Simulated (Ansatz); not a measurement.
```xyz
5

C     0.0393   -0.0309   -0.0016
F     0.7939    0.7959    0.7572
F     0.7448   -0.7668   -0.7124
F    -0.7321    0.7442   -0.7985
F    -0.7794   -0.7377    0.8000
```

Basis set: cc-pVDZ (spherical functions). Left uncorrelated: 5 orbitals. Charge 0, multiplicity 1.

Computed with Ansatz (development build ahead of 0.2.0); each method stands on the lowest determinant of its kind that the runs found. Restricted open shells among the atoms or ions are ROHF, correlated in semicanonical orbitals with singles.

The atomization energy at this shape (free ground-state atoms in the same class of orbitals less the molecule, no zero-point energy) of singlet CF₄:

```
method  atomization energy
   RHF     305.67 kcal/mol
```

Q: What does RHF-MP2 give?

A: 455.48 kcal/mol. Caution: the shape is not the minimum.
